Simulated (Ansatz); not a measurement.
Ansatz (a program for electronic structure) input:

Ansatz 0.2 input:
```yaml
crystal:
  periodic: [false, false, false]
  atoms:
    - {symbol: Se, position_ang: [-0.07086535, 0.13535602, 0.33303980]}
    - {symbol: F, position_ang: [-1.10807651, -0.97583972, -0.34682015]}
    - {symbol: F, position_ang: [0.03071973, 1.16255553, -0.97360251]}
    - {symbol: F, position_ang: [1.34507034, -0.69806079, 0.06227231]}
basis:
  gaussian:
    orbitals: def2-TZVPD
hamiltonian:
  xc: {name: PBE}
total_charge: 2
magnetization: {spin_polarized: true, initial_magnetization: 1}
```

Problem. Which total energy does the run end on?

Solution. -2699.44468 Eh (PBE/def2-TZVPD). The basis has 177 functions.

This state (charge 2, doublet) is run at the relaxed geometry of the species with charge 1 and multiplicity 1.
